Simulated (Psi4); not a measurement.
HOSi (SMILES [OH+]=[Si]), charge +1, singlet, at a GFN2-xTB geometry. Base run: SVWN/def2-TZVP in Psi4.

Psi4 was given this input:
```
memory 2 GB

molecule {
1 1
  O    -0.00000000   -0.00000000   -0.88835384
  Si    0.00000000    0.00000000    0.64027396
  H    -0.00000000   -0.00000000   -1.85700467
}

set basis def2-tzvp

energy('svwn')
print_variables()
```

Variants of this job, named by their change:

```
change                        ΔE vs base (mEh)  SCF cycles  grid points  basis functions        outcome
----------------------------  ----------------  ----------  -----------  ---------------  -------------
base                                     0.000           9        65261               74      converged
d_convergence = 1e-8                     0.000          11        65261               74      converged
diis_max_vecs = 15                       0.000           9        65261               74      converged
scf_type = mem_df                        0.000           9        65261               74      converged
dft_spherical_points = 194               0.011           9        42102               74      converged
damping_percentage = 50                      -           -            -               74  not converged
guess = sadno                            0.000           9        65261               74      converged
dft_spherical_points = 110               0.111           9        23830               74      converged
scf_type = dfdirj+link                   0.000           9        65261               74      converged
scf_type = dfdirj+cosx                   0.000          10        65261               74      converged
df_basis_scf = cc-pvqz-jkfit             0.033           9        65261               74      converged
dft_radial_points = 50                  -0.003           9        44175               74      converged
puream = false                             ___           9        65261              ___      converged
```

Q: Some entries are withheld; supply them.

A: 
- puream = false, ΔE vs base (mEh): -2.425
- puream = false, basis functions: 84
